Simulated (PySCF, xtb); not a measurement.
CH7NOSi, SMILES CO[SiH2]N.

xtb with GFN2-xTB at its own geometry gives an orbital gap of 6.18 eV and a dipole moment of 1.23 D.

The structure is a stationary point at B3LYP-D3(BJ)/def2-SVP. The values are those of a single conformer.

Problem. What does PySCF with PBE/def2-TZVP give? (An estimate is asked for; the answer gives what the named calculation found.)

Solution. gap 6.17 eV (levels -6.32 and -0.15 eV), dipole 0.61 D.
